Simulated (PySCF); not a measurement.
Exercise with solution: oscillator strength and radiative lifetime

SbI₂, SMILES [I][Sb+][I] (connectivity only; charge and spin as stated), charge +1, multiplicity 1.

Geometry: PBE0-D3(BJ)/def2-SVP. The multiplicity is an assumed one; other spin states were not compared. The isomer is the one that the SMILES or the coordinates give; other isomers of the formula were not compared. The def2 effective core potentials stand for the cores of I, Sb; spin–orbit coupling is left out.

TDDFT-ωB97X/def2-SVPD run with PySCF puts the first singlet state with f over 0.02 at 2.99 eV (vertical), with the transition dipole (0.000, 0.937, 0.000) in atomic units.

Q: Find the oscillator strength, the wavelength and the radiative lifetime that this transition would have in vacuum if emission retraced absorption.

A: 
|μ|² = 0.8780 au, so |μ| = 2.38 D. ΔE = 2.99/27.211 = 0.1099 hartree. f = (2/3) ΔE |μ|² = 0.064 (the program prints 0.064).
λ = 1239.84/2.99 = 415 nm; ν = 24116 cm⁻¹.
Einstein's coefficient A = 0.6670 ν² f s⁻¹ (ν in cm⁻¹) = 2.5e7 s⁻¹, so τ = 1/A = 40 ns. This state is S3; the lower singlets have f = 0.000, 0.001. The figure is the radiative limit of this one transition; relaxation, internal conversion, crossing to triplets and a medium change what is measured.
